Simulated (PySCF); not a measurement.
Stepwise substitution at one centre (Al H-CH3). All species are isolated molecules in the gas phase. Strings in code marks are SMILES.

The HOMO from two functionals at the same geometries (M06-2X/def2-TZVP), both in PySCF: PBE-D3(BJ)/def2-TZVP and M06-2X/def2-TZVP. 

```
species                                       PBE-D3(BJ)/def2-TZVP (eV)  M06-2X/def2-TZVP (eV)
--------------------------------------------  -------------------------  ---------------------
0 of 3 H replaced by CH3 (`[AlH3]`)                               -7.31                  -9.73
1 of 3 H replaced by CH3 (`[CH3][AlH2]`)                          -6.81                  -9.22
2 of 3 H replaced by CH3 (`[CH3][AlH][CH3]`)                      -6.47                  -8.90
3 of 3 H replaced by CH3                                          -6.25                  -8.70
```

Over these rows, drawn at random from the members with no instability flagged (it was tested for open shells, ions and some series alone), PBE minus M06-2X: mean +2.43 eV, from +2.42 eV to +2.45 eV.
